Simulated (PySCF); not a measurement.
C₃H₂F₃, SMILES [CH]=CC(F)(F)F, multiplicity 2. Atoms are numbered in the order given.

```xyz
8

C     -0.1441    -2.1383     0.0000
C      0.5832    -1.0474     0.0000
C      0.0066     0.3381     0.0000
F     -1.3221     0.3381     0.0000
F      0.4184     1.0187     1.0749
F      0.4184     1.0187    -1.0749
H      0.0097    -3.2161     0.0000
H      1.6838    -1.0775     0.0000
```
Charge 0, spin multiplicity 2.

Coordinates come from a PBE0-D3(BJ)/def2-SVP optimisation. The isomer is the one that the SMILES or the coordinates give; other isomers of the formula were not compared.

Two levels are set side by side: PBE/pcH-1 (PySCF) and PBE0/pcH-1 (PySCF). Contact hyperfine couplings, same geometry. Differences are taken from unrounded values.

| quantity | PBE0 |
|---|---|
| A(iso) of 13C, atom C1 (MHz) | 331.3 |
| A(iso) of 13C, atom C2 (MHz) | -30.4 |
| A(iso) of 13C, atom C3 (MHz) | 60.1 |
| A(iso) of 19F, atom F4 (MHz) | 4.2 |
| A(iso) of 19F, atom F5 (MHz) | -12.1 |
| A(iso) of 19F, atom F6 (MHz) | -12.1 |
| A(iso) of 1H, atom H7 (MHz) | 22.5 |
| A(iso) of 1H, atom H8 (MHz) | 156.5 |

### Question
What does PBE give, and how far is it from PBE0? (The exact figures need the calculation; the answer reports its results.)

### Answer

```json
[
 {"quantity": "A(iso) of 13C, atom C1 (MHz)", "PBE": "308.6", "PBE minus PBE0": "-22.7"},
 {"quantity": "A(iso) of 13C, atom C2 (MHz)", "PBE": "-18.3", "PBE minus PBE0": "12.1"},
 {"quantity": "A(iso) of 13C, atom C3 (MHz)", "PBE": "60.4", "PBE minus PBE0": "0.3"},
 {"quantity": "A(iso) of 19F, atom F4 (MHz)", "PBE": "5.5", "PBE minus PBE0": "1.2"},
 {"quantity": "A(iso) of 19F, atom F5 (MHz)", "PBE": "-7.2", "PBE minus PBE0": "4.9"},
 {"quantity": "A(iso) of 19F, atom F6 (MHz)", "PBE": "-7.2", "PBE minus PBE0": "4.9"},
 {"quantity": "A(iso) of 1H, atom H7 (MHz)", "PBE": "33.0", "PBE minus PBE0": "10.6"},
 {"quantity": "A(iso) of 1H, atom H8 (MHz)", "PBE": "161.6", "PBE minus PBE0": "5.2"}
]
```

Rough cost on one machine, each run with all the roots and properties that it gave: PBE0 against PBE within a factor of 2.
